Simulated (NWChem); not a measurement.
SiHBr, singlet; SMILES [SiH]Br

Program: NWChem. Low-valent species are run as closed-shell singlets; no triplet was tried in these runs. Structure relaxed at the PBE-D3(BJ)/def2-SVP level. Vertical excitations in the gas phase; the lowest state need not have the same character in each row.

```csv
level,"lowest excitation, singlet (eV)",oscillator strength of that lowest state,"lowest state with f > 0.02, singlet (eV)",oscillator strength of that bright state,lowest triplet (eV),orbital gap (eV)
"PBE/def2-SVP, TDA",___,___,___,0.029,___,___
"B3LYP/def2-SVP, TDA",2.64,0.018,4.98,0.026,1.52,3.50
"LRC-wPBEh/def2-SVP, TDA",2.65,0.021,2.65,0.021,1.35,7.33
"BHandHLYP/def2-SVP, TDA",2.82,0.026,2.82,0.026,1.49,5.78
```

Question: Some entries are withheld; supply them.

Answer: 
- PBE/def2-SVP, TDA, lowest excitation, singlet (eV): 2.46
- PBE/def2-SVP, TDA, oscillator strength of that lowest state: 0.013
- PBE/def2-SVP, TDA, lowest state with f > 0.02, singlet (eV): 4.79
- PBE/def2-SVP, TDA, lowest triplet (eV): 1.41
- PBE/def2-SVP, TDA, orbital gap (eV): 1.95
